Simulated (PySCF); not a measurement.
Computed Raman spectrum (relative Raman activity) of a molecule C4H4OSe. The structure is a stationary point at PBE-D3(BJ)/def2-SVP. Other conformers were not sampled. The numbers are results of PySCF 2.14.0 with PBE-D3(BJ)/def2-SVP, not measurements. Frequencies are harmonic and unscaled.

ν (cm⁻¹): 122 (w), 343 (vw), 758 (vw), 807 (w), 913 (vw), 1074 (vw), 1165 (w), 1187 (w), 1360 (w), 1485 (m), 2322 (vs), 3193 (m), 3213 (m), 3218 (vs) (against the strongest line: vs over 80 %, s over 45 %, m over 15 %, w over 4 %, vw less)

Problem. Which structure fits?
(A) C=C1C[Se]C1=O
(B) C=C1CC(=O)[Se]1
(C) [SeH]c1ccoc1
(D) Oc1cc[se]c1

Solution. C, [SeH]c1ccoc1
